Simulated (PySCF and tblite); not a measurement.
Values are calculated unless marked as measured or tabulated.
System: 2-tert-butyloxirane, C₆H₁₂O, numbered as in [CH3:1][C:2]([CH3:3])([CH3:4])[C@H:5]1[CH2:6][O:7]1.

The path came from a restrained scan, a climbing-image band and a saddle search at GFN2-xTB; energies are PBE0/pcSseg-1 + D3(BJ)//GFN2-xTB, thermal terms GFN2-xTB. Rates follow Eyring's equation with the number of equivalent paths and no tunnelling. Programs: tblite and PySCF.

Problem. What barrier does the rotation about the C2–C5 bond (torsion C1–C2–C5–C6 from -32° to -148°, falling) meet, and how fast is it at 298 K?

Solution. The electronic barrier is 3.6 kcal/mol and ΔG‡(298 K) 4.2 kcal/mol, over a C1 saddle with an imaginary mode of 77i cm⁻¹ (GFN2-xTB). With 2 equivalent paths, k is 1×10¹⁰ s⁻¹, a mean lifetime of the start of 98 ps against this motion.
